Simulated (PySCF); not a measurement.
**Electron correlation in Br²⁺ (bromine, charge +2)**

[Ar] 3d10 4s2 4p3, high-spin 4S determinant. All numbers are calculated (PySCF 2.14, the spin-free X2C one-electron Hamiltonian (Gaussian nucleus), in jorge-DZP-DKH). Frozen: [Ar] 3d10; 5 electrons correlated.

MP2 pair energies summed by pair of shells (mhartree):

```csv
pair,energy,share (%)
4s-4p,-18.09,66.8
4s-4s,-4.73,17.5
4p-4p,-4.26,15.7
```

Total MP2 correlation energy: -27.09 mhartree.

Same-spin part -5.75 and opposite-spin part -21.34 mhartree; SCS-MP2 scales them by 1/3 and 6/5 to -27.52 mhartree.

| level | correlation energy (mhartree) |
| --- | --- |
| CCSD | -32.36 |
| (T) | -0.16 |
| CCSD(T) | -32.52 |

Diagnostics: T1 = 0.0014, D1 = 0.0031, largest double amplitude 0.021.

**Question.** Is a single reference adequate?

**Answer.** Yes, within this model without spin-orbit coupling: T1 lies below 0.03 and no double amplitude reaches 0.07.
